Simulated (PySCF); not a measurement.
Excitation energy of P by level of theory

P [Ne] 3s2 3p3 (4S) → P [Ne] 3s1 3p3 3d1 (6D), as a difference of total energies. Computed with PySCF 2.14 in aug-cc-pCVTZ-DK with one added diffuse shell each of s, p, d, f type (9s8p6d4f, 91 functions), with the spin-free X2C one-electron Hamiltonian (Gaussian nucleus). Correlated levels: valence: [Ne] frozen; valence and next inner shell: 1s2 frozen; nothing frozen. The calculations carry no spin-orbit coupling.

```tsv
method	excitation energy (cm⁻¹)
UHF	96772
LDA	112230
PBE	110580
PBE0	110200
r2SCAN	106850
LC-wPBE	112130
TPSS	111030
MP2 (valence)	109030
SCS-MP2 (valence)	112620
MP2 (valence and next inner shell)	110590
SCS-MP2 (valence and next inner shell)	113780
MP2 (all electrons)	110560
```

Task: Estimate what PW91 gives.

Result: 110760 cm⁻¹, closest to MP2 (valence and next inner shell) among the rows shown.

Task: Estimate what SCS-MP2 (all electrons) gives.

Result: 113750 cm⁻¹, closest to SCS-MP2 (valence and next inner shell) among the rows shown.

The upper state lies above the first ionisation limit, but in LS coupling its spin forbids autoionisation to the ground ion.

The promoted electron is Rydberg-like, and one or two diffuse shells describe it only roughly, which tends to raise the upper state.
